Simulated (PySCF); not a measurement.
Give a PBE0-D3(BJ)/def2-SVP geometry of [MoSCl5]2- (`[S]=[Mo-2]([Cl])([Cl])([Cl])([Cl])[Cl]`) [radical]. (Charge -2 and doublet state.)

```xyz
7
Cl5MoS angstrom
Mo     0.0168   -0.0003    0.1659
S      0.2071   -0.0343    2.2916
Cl    -0.2144    0.0233   -2.3152
Cl     2.4117    0.0586   -0.2523
Cl    -2.4157   -0.0481    0.1847
Cl    -0.0582    2.4228   -0.0056
Cl     0.0528   -2.4221   -0.0690
```

Orientation and origin are arbitrary. Atoms count from 1 in this order. Mo1 (molybdenum bonded to 5 Cl and S) is distorted octahedral (the three widest angles are 179.6°, 170.5° and 170.4°, the others run from 85.1° to 95.1°). The Cl–Mo distances run from 2.430 Å (Mo1–Cl6) to 2.492 Å (Mo1–Cl3), a spread of 0.062 Å.

Bonds between heavy atoms (Å): Mo1–S2 2.135, Mo1–Cl3 2.492, Mo1–Cl4 2.432, Mo1–Cl5 2.433, Mo1–Cl6 2.430, Mo1–Cl7 2.433.

Level of theory: PBE0-D3(BJ)/def2-SVP geometry optimisation, gas phase, def2 core potentials past Kr in PySCF.

Point group: C4v (tolerance 0.08 Å). Stationary, but not proved a minimum. ⟨S²⟩ = 0.809 (exact for a doublet: 0.75). Whether so highly charged an anion holds all its electrons in the gas phase wasn't checked; a finite basis holds them in any case. No counter-ion or solvent screens the charge of this multiply charged ion.

Caution for open-shell metal species: one SCF solution and one stationary point were followed, and a lower state or a bent or distorted shape isn't ruled out.
